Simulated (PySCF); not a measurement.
Al(F)2(SiH3) (AlF2H3Si), SMILES [F][Al]([SiH3])[F]. Atoms are numbered in the order given.

```xyz
7

Al    -0.4204     0.2313    -0.2940
F     -1.9003    -0.4979    -0.4928
F     -0.2256     1.7074    -1.0325
Si     1.3783    -0.7807     0.9856
H      1.8797     0.1837     2.0091
H      2.5101    -1.1248     0.0737
H      0.9133    -2.0217     1.6690
```

Geometry: B3LYP-D3(BJ)/def2-SVP.

Level of theory: M06-2X/def2-TZVPD (PySCF).

The molecule is in vacuum.

Computed frontier levels, gap, dipole moment and polarisability:
```json
{
  "highest_occupied_level": "-9.82 eV",
  "lowest_empty_level": "-0.95 eV",
  "orbital_gap": "8.87 eV",
  "dipole_moment": "2.19 D",
  "quadrupole, principal values (traceless, Buckingham form, about the centre of nuclear charge)": "-5.48, -3.38, 8.87 D·Å",
  "mean_static_polarisability": "54.4 bohr³ (8.06 Å³)",
  "polarisability_principal_values": "48.3, 50.2, 64.8 bohr³"
}
```
